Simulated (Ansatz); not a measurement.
Geometry optimisation, Ansatz 0.2.0, RHF/def2-SVP.

input.yaml

```yaml
crystal:
  periodic: [false, false, false]
  atoms:
    - { symbol: B, position_ang: [-0.10161, -0.186205, -0.154545] }
    - { symbol: F, position_ang: [-0.13893, -0.493537, 1.142202] }
    - { symbol: H, position_ang: [0.946809, 0.079212, -0.659516] }
    - { symbol: "N", position_ang: [-1.270111, -0.325644, -0.90115] }
    - { symbol: H, position_ang: [-2.143371, -0.593565, -0.495908] }
    - { symbol: H, position_ang: [-1.303918, -0.146596, -1.881383] }
    - { symbol: O, position_ang: [-0.19127, 2.190853, 0.936419] }
    - { symbol: H, position_ang: [-1.099519, 2.453541, 0.93071] }
    - { symbol: H, position_ang: [-0.114279, 1.563042, 1.66997] }
basis:
  gaussian: { orbitals: def2-SVP }
hamiltonian:
  xc: hf
relax:
  f_tol: 0.03
  max_steps: 50
output:
  orbitals: {}
```

Run as:

```bash
$ ansatz run input.yaml --threads 2 --pin off --max-ram 3072MiB --backend cpu --events-out ev --progress --plain --runs-dir out
```

Task: Where does it end, and by what steps?

Result: The run converged. After 12 steps the energy has fallen by 0.069 eV; O7 moved furthest, 0.35 Å.

| step | energy less start (eV) | largest force component (eV/Å) | accepted |
| --- | --- | --- | --- |
| 0 | 0.0000 | 1.021 | yes |
| 1 | -0.0578 | 0.289 | yes |
| 2 | -0.0187 | 1.434 | no |
| 3 | -0.0613 | 0.521 | yes |
| 4 | -0.0652 | 0.217 | yes |
| 5 | -0.0659 | 0.140 | yes |
| 6 | -0.0673 | 0.102 | yes |
| 7 | -0.0679 | 0.062 | yes |
| 8 | -0.0682 | 0.053 | yes |
| 9 | -0.0684 | 0.090 | yes |
| 10 | -0.0685 | 0.068 | yes |
| 11 | -0.0686 | 0.042 | yes |
| 12 | -0.0686 | 0.011 | yes |

```xyz
9
Properties=species:S:1:pos:R:3
B -0.119 -0.297 -0.232
F -0.200 -0.465 1.093
H 0.947 -0.069 -0.719
N -1.274 -0.431 -0.993
H -2.165 -0.644 -0.593
H -1.280 -0.316 -1.983
O -0.200 2.477 1.138
H -1.141 2.547 1.187
H 0.016 1.738 1.689
```

Whether the end is a true minimum wasn't checked by a vibrational analysis.

The run took 12 s on 2 threads of Arm Neoverse V2, on a shared host, peak memory 0.13 GiB.
